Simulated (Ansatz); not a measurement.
Molecular dynamics of GeH$_{4}$O$_{2}$

Input:

```yaml
crystal:
  periodic: [false, false, false]
  atoms:
    - { symbol: Ge, position_ang: [0.205023, -0.008402, -0.274661] }
    - { symbol: O, position_ang: [0.777934, 0.256167, 1.666519] }
    - { symbol: H, position_ang: [0.734425, -0.646306, 2.054102] }
    - { symbol: H, position_ang: [1.629061, 0.018654, 0.487447] }
    - { symbol: H, position_ang: [-0.900726, 1.095817, -0.488619] }
    - { symbol: O, position_ang: [-0.648511, -1.602298, -0.229073] }
    - { symbol: H, position_ang: [-1.616005, -1.484532, -0.179516] }
basis:
  gaussian: { orbitals: def2-SVP }
hamiltonian:
  xc: pbe
md:
  timestep: 0.5
  n_steps: 200
  ensemble: nve
  temperature: 300.0
  initial_velocities: maxwell_boltzmann
  seed: 7770
```

Command:

```bash
$ ansatz run input.yaml --threads 1 --pin off --max-ram 2048MiB --backend cpu --events-out ev --progress --plain --runs-dir out
```

It starts at the highest image of a converged band. Of that band: Neighbouring images differ by up to 2.0 eV, so the band resolves the path poorly. A vibrational analysis at the climbing image gives one clearly imaginary mode, 1162i cm⁻¹: a first-order saddle point.

Output, in part (one step line in 7, the closing report, with atoms numbered from 0):

```
md step     0: t =     0.00 fs  T =   300.0 K  F+E_penalty+E_count = -60652.86005348 eV  E_kin = 0.193890 eV  conserved = -60652.66616348 eV  (26 SCF iters)
md step     7: t =     3.50 fs  T =   238.2 K  F+E_penalty+E_count = -60652.81973909 eV  E_kin = 0.153960 eV  conserved = -60652.66577892 eV  (30 SCF iters)
md step    14: t =     7.00 fs  T =   271.5 K  F+E_penalty+E_count = -60652.84086897 eV  E_kin = 0.175443 eV  conserved = -60652.66542618 eV  (30 SCF iters)
md step    21: t =    10.50 fs  T =   677.4 K  F+E_penalty+E_count = -60653.10274841 eV  E_kin = 0.437815 eV  conserved = -60652.66493390 eV  (29 SCF iters)
md step    28: t =    14.00 fs  T =  1171.6 K  F+E_penalty+E_count = -60653.42404055 eV  E_kin = 0.757187 eV  conserved = -60652.66685405 eV  (28 SCF iters)
md step    35: t =    17.50 fs  T =  1691.1 K  F+E_penalty+E_count = -60653.76211259 eV  E_kin = 1.092929 eV  conserved = -60652.66918408 eV  (26 SCF iters)
md step    42: t =    21.00 fs  T =  1519.1 K  F+E_penalty+E_count = -60653.64723880 eV  E_kin = 0.981826 eV  conserved = -60652.66541249 eV  (28 SCF iters)
md step    49: t =    24.50 fs  T =  1565.7 K  F+E_penalty+E_count = -60653.67183707 eV  E_kin = 1.011924 eV  conserved = -60652.65991356 eV  (26 SCF iters)
md step    56: t =    28.00 fs  T =  1467.2 K  F+E_penalty+E_count = -60653.61392731 eV  E_kin = 0.948246 eV  conserved = -60652.66568108 eV  (26 SCF iters)
md step    63: t =    31.50 fs  T =  1730.2 K  F+E_penalty+E_count = -60653.78832551 eV  E_kin = 1.118199 eV  conserved = -60652.67012622 eV  (26 SCF iters)
md step    70: t =    35.00 fs  T =  1614.6 K  F+E_penalty+E_count = -60653.71526609 eV  E_kin = 1.043534 eV  conserved = -60652.67173223 eV  (27 SCF iters)
md step    77: t =    38.50 fs  T =  1204.9 K  F+E_penalty+E_count = -60653.44274682 eV  E_kin = 0.778744 eV  conserved = -60652.66400246 eV  (28 SCF iters)
md step    84: t =    42.00 fs  T =  1560.1 K  F+E_penalty+E_count = -60653.68108187 eV  E_kin = 1.008280 eV  conserved = -60652.67280200 eV  (27 SCF iters)
md step    91: t =    45.50 fs  T =  1591.7 K  F+E_penalty+E_count = -60653.69907504 eV  E_kin = 1.028738 eV  conserved = -60652.67033716 eV  (27 SCF iters)
md step    98: t =    49.00 fs  T =  1238.2 K  F+E_penalty+E_count = -60653.46569330 eV  E_kin = 0.800276 eV  conserved = -60652.66541779 eV  (28 SCF iters)
md step   105: t =    52.50 fs  T =  1185.6 K  F+E_penalty+E_count = -60653.42697665 eV  E_kin = 0.766267 eV  conserved = -60652.66070933 eV  (28 SCF iters)
md step   112: t =    56.00 fs  T =  1337.5 K  F+E_penalty+E_count = -60653.53050080 eV  E_kin = 0.864455 eV  conserved = -60652.66604539 eV  (28 SCF iters)
md step   119: t =    59.50 fs  T =  1426.6 K  F+E_penalty+E_count = -60653.59302395 eV  E_kin = 0.921982 eV  conserved = -60652.67104179 eV  (28 SCF iters)
md step   126: t =    63.00 fs  T =  1257.7 K  F+E_penalty+E_count = -60653.48553063 eV  E_kin = 0.812873 eV  conserved = -60652.67265805 eV  (27 SCF iters)
md step   133: t =    66.50 fs  T =   738.1 K  F+E_penalty+E_count = -60653.14209154 eV  E_kin = 0.477024 eV  conserved = -60652.66506794 eV  (28 SCF iters)
md step   140: t =    70.00 fs  T =   903.3 K  F+E_penalty+E_count = -60653.25257053 eV  E_kin = 0.583811 eV  conserved = -60652.66875913 eV  (27 SCF iters)
md step   147: t =    73.50 fs  T =  1040.6 K  F+E_penalty+E_count = -60653.34030268 eV  E_kin = 0.672535 eV  conserved = -60652.66776761 eV  (28 SCF iters)
md step   154: t =    77.00 fs  T =  1031.9 K  F+E_penalty+E_count = -60653.33318492 eV  E_kin = 0.666947 eV  conserved = -60652.66623822 eV  (29 SCF iters)
md step   161: t =    80.50 fs  T =  1175.6 K  F+E_penalty+E_count = -60653.42599237 eV  E_kin = 0.759812 eV  conserved = -60652.66618030 eV  (26 SCF iters)
md step   168: t =    84.00 fs  T =  1156.3 K  F+E_penalty+E_count = -60653.41495898 eV  E_kin = 0.747291 eV  conserved = -60652.66766810 eV  (27 SCF iters)
md step   175: t =    87.50 fs  T =  1155.9 K  F+E_penalty+E_count = -60653.41656015 eV  E_kin = 0.747052 eV  conserved = -60652.66950787 eV  (29 SCF iters)
md step   182: t =    91.00 fs  T =  1107.7 K  F+E_penalty+E_count = -60653.38691270 eV  E_kin = 0.715889 eV  conserved = -60652.67102327 eV  (28 SCF iters)
md step   189: t =    94.50 fs  T =   922.6 K  F+E_penalty+E_count = -60653.26347052 eV  E_kin = 0.596290 eV  conserved = -60652.66718004 eV  (27 SCF iters)
md step   196: t =    98.00 fs  T =   900.7 K  F+E_penalty+E_count = -60653.24636003 eV  E_kin = 0.582104 eV  conserved = -60652.66425590 eV  (28 SCF iters)
md step   200: t =   100.00 fs  T =  1251.7 K  F+E_penalty+E_count = -60653.48284774 eV  E_kin = 0.808978 eV  conserved = -60652.67386946 eV  (28 SCF iters)
Total energy: -60653.48287752 eV, -2228.9743833415 hartree
Atom 0 at     0.080606    -0.001693    -0.659790 Å, force     0.008380    -0.599209     0.333426 eV/Å
Atom 1 at     1.189656     0.187158     3.030000 Å, force     0.698233    -1.576131     1.856243 eV/Å
Atom 2 at     0.594215     0.724424     2.556181 Å, force    -1.610654     1.456510    -1.305023 eV/Å
Atom 3 at     1.990006     0.235836     2.515171 Å, force     0.924319     0.087853    -0.564778 eV/Å
Atom 4 at    -0.259198     0.606910     0.817443 Å, force    -0.112551     0.389303    -0.068999 eV/Å
Atom 5 at    -0.580891    -1.633813    -0.137934 Å, force     0.150087     0.385420    -0.864159 eV/Å
Atom 6 at    -1.121731    -1.471437     0.646770 Å, force    -0.057814    -0.143745     0.613289 eV/Å
Dipole moment:    -0.064423     0.327529    -0.227412 e Å
```

The run went to its last step. The conserved energy stayed within 1.2 meV per atom of its start (net change -1.1 meV per atom), so the integration is sound. The kinetic energy rose, since the run started high on the potential surface and went downhill. It ends in pieces (GeH2O + H2O), so much of that is their flight and rotation, not heat. A run of 0.1 ps of so small a system gives no equilibrium averages. The orbitals stay closed-shell, which can raise the energy where a bond breaks towards radicals; this wasn't checked here.

Between its relaxed ends the band would form O2–H4 and break Ge1–H4. These pairs go: O2–H4 1.47 → 0.95 Å, Ge1–H4 1.62 → 3.71 Å. In the last frame they stand as after the step (other bonds may differ from the relaxed reactants and products). Also parted: Ge1–O2 2.04 → 3.86 Å. It ends as GeH2O + H2O. Pairs count as bonded within 1.25 times the sum of covalent radii (0.12 Å more for H–H).

Last frame:

```xyz
7
Properties=species:S:1:pos:R:3
Ge 0.081 -0.002 -0.660
O 1.190 0.187 3.030
H 0.594 0.724 2.556
H 1.990 0.236 2.515
H -0.259 0.607 0.817
O -0.581 -1.634 -0.138
H -1.122 -1.471 0.647
```

Time of the run: 5.7 min on 1 thread of Arm Neoverse V2 (shared host), peak memory 0.13 GiB.
